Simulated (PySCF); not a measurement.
C4H12Ge.
SMILES with atom numbers: `[CH3:1][Ge:2]([CH3:3])([CH3:4])[CH3:5]` (hydrogens: H6, H7, H8 on C1; H9, H10, H11 on C3; H12, H13, H14 on C4; H15, H16, H17 on C5)

The calculation used PBE0-D3(BJ)/def2-TZVP geometry optimisation, gas phase (PySCF 2.14.0).

(1) Give the optimised bond lengths and angles.

Results:

(1) 
```
                   bond  length (Å)   order
C1–Ge2 and 3 like bonds       1.958  single
C1–H6 and 11 like bonds       1.092  single
```

Bonds in one row agree within 0.01 Å and their mean is given. Orders are formal, as drawn. A selection of angles:
```
    angle  degrees
Ge2–C1–H6    110.5
 H6–C1–H7    108.2
C1–Ge2–C3    109.4
```

All 4 C–Ge bonds measure 1.958 to 1.959 Å. Ge2 (germanium bonded to 4 C) is tetrahedral (angles from 109.3° to 109.7°).

Point group: near Td, missed by 0.18 Å at most; the miss may be what the optimiser left on a soft mode (C2 holds within 0.08 Å). No PBE0-D3(BJ)/def2-TZVP frequencies stand behind this structure, so it isn't proved a minimum.

On 2 threads of an AMD EPYC 9R45, shared host with 96 logical CPUs at a one-minute load of 86, this took 82 s wall, 3.5 min CPU and 1.4 GiB of memory at its peak. These figures are those of the optimisation.
